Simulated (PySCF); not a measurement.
Cl₂Hg, triplet, at a GFN2-xTB geometry (such geometries of metal compounds can be far from the true shape) (a higher spin typed on purpose: for a closed-shell molecule this is an excited state) (core potentials on Hg); PySCF with BP86/def2-SVP.

PySCF was given this input:
```python
from pyscf import gto, scf, dft

mol = gto.M(
    atom='''
Hg   -0.522623    0.061859   -0.510251
Cl    2.162806    0.084353    0.272731
Cl    0.296596   -0.375452    2.128448
''',
    basis='def2-svp',
    ecp={'Hg': 'def2-svp'},
    charge=0,
    spin=2,
    verbose=4,
)

mf = dft.UKS(mol)
mf.xc = 'bp86'
mf.kernel()
```

### Question
What does PySCF print? Leave out banner, timings and long lists.

### Answer

```
PySCF version 2.14.0

[INPUT] verbose = 4
[INPUT] num. atoms = 3
[INPUT] num. electrons = 54
[INPUT] charge = 0
[INPUT] spin (= nelec alpha-beta = 2S) = 2
[INPUT] symmetry False subgroup None
[INPUT] Mole.unit = angstrom
[INPUT] Symbol           X                Y                Z      unit          X                Y                Z       unit  Magmom
[INPUT]  1 Hg    -0.522623000000   0.061859000000  -0.510251000000 AA   -0.987614336399   0.116896568339  -0.964234644785 Bohr   0.0
[INPUT]  2 Cl     2.162806000000   0.084353000000   0.272731000000 AA    4.087111000566   0.159404067785   0.515386895679 Bohr   0.0
[INPUT]  3 Cl     0.296596000000  -0.375452000000   2.128448000000 AA    0.560485209641  -0.709501452920   4.022183790378 Bohr   0.0

nuclear repulsion = 185.878885168856
number of shells = 28
number of NR pGTOs = 129
number of NR cGTOs = 68
basis = def2-svp
ecp = {'Hg': 'def2-svp'}

******** <class 'pyscf.dft.uks.UKS'> ********
method = UKS
initial guess = minao
damping factor = 0
level_shift factor = 0
DIIS = <class 'pyscf.scf.diis.CDIIS'>
diis_start_cycle = 1
diis_space = 8
diis_damp = 0
SCF conv_tol = 1e-09
SCF conv_tol_grad = None
SCF max_cycles = 50
direct_scf = True
direct_scf_tol = 1e-13
number electrons alpha = 28  beta = 26
XC library pyscf.dft.libxc version 7.1.2
    S. Lehtola, C. Steigemann, M. J. T. Oliveira, and M. A. L. Marques,  SoftwareX 7, 1–5 (2018)
XC functionals = bp86
    A. D. Becke,  Phys. Rev. A 38, 3098 (1988)
    J. P. Perdew,  Phys. Rev. B 33, 8822 (1986)
    J. P. Perdew,  Phys. Rev. B 34, 7406–7406 (1986)
radial grids:
    Treutler-Ahlrichs [JCP 102, 346 (1995); DOI:10.1063/1.469408] (M4) radial grids

becke partition: Becke, JCP 88, 2547 (1988); DOI:10.1063/1.454033
pruning grids: <function nwchem_prune>
grids dens level: 3
symmetrized grids: False
atomic radii adjust function: <function treutler_atomic_radii_adjust>
small_rho_cutoff = 0
Set gradient conv threshold to 3.16228e-05
tot grids = 61504
init E= -1062.21069460649

cycle= 1 E= -1072.64834833067  delta_E= -10.4  |g|=  1.4  |ddm|= 11.1

cycle= 2 E= -1057.6178866978  delta_E=   15  |g|= 4.08  |ddm|= 7.62
cycle= 3 E= -1073.75074379217  delta_E= -16.1  |g|= 0.26  |ddm|=  6.2

cycle= 4 E= -1073.62688374723  delta_E= 0.124  |g|= 0.401  |ddm|= 1.66
cycle= 5 E= -1073.77963532252  delta_E= -0.153  |g|= 0.124  |ddm|= 1.64
cycle= 6 E= -1073.78772331169  delta_E= -0.00809  |g|= 0.0337  |ddm|= 0.15
cycle= 7 E= -1073.78872227443  delta_E= -0.000999  |g|= 0.0106  |ddm|= 0.0937
cycle= 8 E= -1073.78862230143  delta_E= 0.0001  |g|= 0.0136  |ddm|= 0.0378
cycle= 9 E= -1073.78868540545  delta_E= -6.31e-05  |g|= 0.0106  |ddm|= 0.0512
cycle= 10 E= -1073.78878042153  delta_E= -9.5e-05  |g|= 0.000768  |ddm|= 0.0231
cycle= 11 E= -1073.78878071417  delta_E= -2.93e-07  |g|= 0.000163  |ddm|= 0.00107
cycle= 12 E= -1073.78878073656  delta_E= -2.24e-08  |g|= 6.05e-05  |ddm|= 0.000441
cycle= 13 E= -1073.78878077693  delta_E= -4.04e-08  |g|= 6.52e-06  |ddm|= 6.55e-05
cycle= 14 E= -1073.78878077697  delta_E= -3.66e-11  |g|= 2.3e-06  |ddm|= 2.23e-05
Extra cycle  E= -1073.78878077696  delta_E= 5.68e-12  |g|= 4.12e-06  |ddm|= 1.34e-05
converged SCF energy = -1073.78878077696  <S^2> = 2.0022946  2S+1 = 3.0015293
```
